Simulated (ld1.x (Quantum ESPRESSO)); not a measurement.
**u(r) = r·R(r): atom against pseudo-atom (Cl (Z = 17))**

Columns: radius, all-electron u(r) and pseudo u(r) of the 3p shell (level -25.40 eV) of chlorine in the configuration [Ne] 3s2 3p3.5; PBE, scalar-relativistic, ultrasoft scheme, ld1.x (Quantum ESPRESSO) 7.5.

| r (bohr) | all-electron | pseudo |
| --- | --- | --- |
| 0.065 | 0.1208 | -0.0060 |
| 0.130 | 0.2851 | -0.0239 |
| 0.195 | 0.3806 | -0.0530 |
| 0.260 | 0.3960 | -0.0921 |
| 0.325 | 0.3474 | -0.1398 |
| 0.390 | 0.2560 | -0.1944 |
| 0.455 | 0.1401 | -0.2540 |
| 0.520 | 0.0133 | -0.3166 |
| 0.585 | -0.1145 | -0.3805 |
| 0.650 | -0.2369 | -0.4439 |
| 0.715 | -0.3499 | -0.5053 |
| 0.780 | -0.4511 | -0.5634 |
| 0.845 | -0.5396 | -0.6171 |
| 0.910 | -0.6155 | -0.6658 |
| 0.975 | -0.6789 | -0.7089 |
| 1.040 | -0.7301 | -0.7460 |
| 1.105 | -0.7699 | -0.7769 |
| 1.170 | -0.7992 | -0.8014 |
| 1.235 | -0.8190 | -0.8193 |
| 1.300 | -0.8303 | -0.8303 |
| 1.365 | -0.8341 | -0.8341 |
| 1.430 | -0.8315 | -0.8315 |
| 1.495 | -0.8234 | -0.8234 |
| 1.560 | -0.8107 | -0.8107 |
| 1.625 | -0.7941 | -0.7941 |
| 1.690 | -0.7744 | -0.7744 |

Q: How many radial nodes do the two functions have?

A: The all-electron 3p function has n − l − 1 = 1; the pseudo-wave has 0, since the states of the same l below it are removed with the core.

Q: At about which radius was the pseudo-wave matched?

A: 1.30 bohr, where the columns begin to agree (steps of 0.07 bohr).

Q: Is the pseudo-wave norm-conserving?

A: No, it belongs to an ultrasoft set: the norm inside the radius is not constrained, and the difference is carried by the augmentation charge.
